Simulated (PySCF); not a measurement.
Spinor energies of Ho³³⁺ (holmium, charge +33)

Start: [Ar] 3d10 4s2 4p4; 4p1/2 filled at m_j = -1/2, +1/2; 4p3/2 filled at m_j = +1/2, +3/2. Calculated with PySCF 2.14 in an even-tempered Gaussian basis (17 s from 3.3 bohr⁻², ratio 2.8; 13 p from 4.3 bohr⁻², ratio 2.8; 8 d from 7.6 bohr⁻², ratio 2.8; 4 f from 21 bohr⁻², ratio 3): generalised Hartree-Fock with the X2C-1e Hamiltonian and a Gaussian nucleus; one run each with spin-orbit coupling (SO) switched off, then screened by Boettger's factors.

| spinor shell | electrons | ε, spin-free (eV) | ε, screened SO (eV) | weight of nominal j (screened SO) | rms radius, screened SO (bohr) |
| --- | --- | --- | --- | --- | --- |
| 1s1/2 | 2 | -57224.0 | -57210.0 | 1.000 | 0.0236 |
| 2s1/2 | 2 | -10790.9 | -10785.6 | 1.000 | 0.0952 |
| 2p1/2 | 2 | -9708.1 | -10314.7 | 1.000 | 0.0813 |
| 2p3/2 | 4 | -9708.1 | -9449.9 | 1.000 | 0.0880 |
| 3s1/2 | 2 | -3431.4 | -3428.8 | 1.000 | 0.242 |
| 3p1/2 | 2 | -3091.6 | -3224.6 | 1.000 | 0.233 |
| 3p3/2 | 4 | -3091.6 | -3032.7 | 1.000 | 0.246 |
| 3d3/2 | 4 | -2668.5 | -2691.5 | 1.000 | 0.218 |
| 4s1/2 | 2 | -1530.5 | -1529.5 | 1.000 | 0.514 |
| 4p1/2 | 2 | -1408.9 | -1446.0 | 0.997 | 0.513 |
| 4p3/2 | 2 | -1408.9 | -1391.6 | 0.998 | 0.535 |

Task: Where does 3d5/2 lie, and what is the 3d spin-orbit splitting (screened SO)?

Result: At -2649.8 eV, 41.739 eV above 3d3/2.

```json
{"quantity": "E (hartree)", "spin-free": "-12004.89885", "screened SO": "-12016.02226"}
{"quantity": "M_J", "spin-free": "2", "screened SO": "2"}
{"quantity": "⟨J²⟩", "spin-free": "6.001", "screened SO": "6.004"}
{"quantity": "⟨L²⟩", "spin-free": "2.001", "screened SO": "3.204"}
{"quantity": "⟨S²⟩", "spin-free": "2.000", "screened SO": "1.460"}
```

Each row is a mean over spinors that exchange with the open shell spreads, by up to 15.498 eV (4s1/2).

Breit and QED terms are absent; they matter most for the inner s and p1/2 levels.

Densities and radii are taken from the X2C orbitals without a picture-change correction, which distorts them close to the nucleus.

Without spin-orbit coupling the j labels of p, d and f shells carry no meaning; the spin-free column gives the mean over the occupied spinors of each nl shell.
